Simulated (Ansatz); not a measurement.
A run for Ansatz (a program for electronic structure): U-r2SCAN/def2-TZVPP on ClHSn (SMILES [Cl][SnH]), a point of a bond scan (R = 4.193 Å). Elements past Kr take the def2 small-core potentials; no spin–orbit coupling.

Ansatz 0.2 input:
```yaml
crystal:
  periodic: [false, false, false]
  atoms:
    - {symbol: Sn, position_ang: [-0.30483669, -0.30030482, 0.41765924]}
    - {symbol: H, position_ang: [-1.42233025, -0.94349575, -0.81898880]}
    - {symbol: Cl, position_ang: [1.94405625, 1.86803973, -2.37865341]}
basis:
  gaussian:
    orbitals: def2-TZVPP
hamiltonian:
  xc: {name: r2SCAN}
magnetization: {spin_polarized: true, initial_magnetization: 0}
```

### Question
What total energy does the run end on?

### Answer
-675.0847 hartree. Its determinant has ⟨S²⟩ = 0.36, a mixture of spin states.

### Question
How many basis functions does it have, and what does it roughly cost on one machine?

### Answer
106 functions; around 28 core-seconds (rough).
